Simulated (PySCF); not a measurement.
Br₂Sn, triplet, at a GFN2-xTB geometry (such geometries of metal compounds can be far from the true shape) (the spin is typed, not shown lowest) (all electrons, no relativity).

The PySCF input:
```python
from pyscf import gto, scf, dft

mol = gto.M(
    atom='''
Sn   -0.025257    0.003540    1.259448
Br    0.858150    1.385748   -0.886661
Br   -0.822069   -1.390805   -0.912550
''',
    basis='3-21g',
    charge=0,
    spin=2,
    verbose=5,
)

mf = dft.UKS(mol)
mf.xc = 'b3lyp'
mf.kernel()
```

Q: What does this run give for the nuclear repulsion energy, number of basis functions, dipole moment?

A: 
The nuclear repulsion energy comes out as 885.3938 Eh. The number of basis functions is 75 and the dipole moment comes out as 1.45 D.

These values belong to the state on which the SCF converged, which isn't shown to be the lowest.
